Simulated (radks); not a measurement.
Task: The mean radii <r> (bohr) of the occupied orbitals of an atom or ion are listed with their occupations. All-electron calculation, Dirac Kohn-Sham, BLYP, spin-unpolarised, spherical densities, finite nucleus; Fermi nuclear charge, rms radius of each element as measured or else 0.836 A^(1/3) + 0.57 fm. Program: a radial shooting solver on a logarithmic mesh with Libxc functionals.

| orbital | occ. | <r> |
|---|---|---|
| 1s1/2 | 2 | 0.01744 |
| 2s1/2 | 2 | 0.07291 |
| 2p1/2 | 2 | 0.06013 |
| 2p3/2 | 4 | 0.06841 |
| 3s1/2 | 2 | 0.1877 |
| 3p1/2 | 2 | 0.1777 |
| 3p3/2 | 4 | 0.1921 |
| 3d3/2 | 4 | 0.1672 |
| 3d5/2 | 6 | 0.1716 |
| 4s1/2 | 2 | 0.3803 |
| 4p1/2 | 2 | 0.3767 |
| 4p3/2 | 4 | 0.3981 |

Name the element and its charge. Open shells, if any, fill j = l - 1/2 first.

Result: Z = 77, iridium, charge +41: Ir41+ in [Kr]. The 1s radius gives Z: for a bare nucleus <r> = (2 gamma + 1)/(2Z) with gamma = sqrt(1 - (Z/c)^2), 0.01724 bohr for Z = 77, and screening makes it slightly larger (0.01744 here). The occupations add up to 36, and the charge is Z minus that.
